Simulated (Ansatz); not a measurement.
```xyz
5

C    -0.0459   -0.0186   -0.6445
F    -0.0036   -0.0098    0.7430
H     0.0278   -1.1189   -0.9845
H    -0.8809    0.5143   -1.0296
H     0.8717    0.4695   -1.0315
```

Basis set: cc-pVDZ (spherical functions). Correlated methods keep 2 orbitals frozen. Charge 0, multiplicity 1.

Computed with Ansatz (development build ahead of 0.2.0); each method stands on the lowest determinant of its kind that the runs found. Restricted open shells among the atoms or ions are ROHF, correlated in semicanonical orbitals with singles.

The atomization energy at this shape (free ground-state atoms in the same class of orbitals less the molecule, no zero-point energy) of singlet CH3F:

| method | atomization energy |
| --- | --- |
| RHF-MP2 | 1636.5 kJ/mol |

Question: What does RHF give?

Answer: 1280.4 kJ/mol.
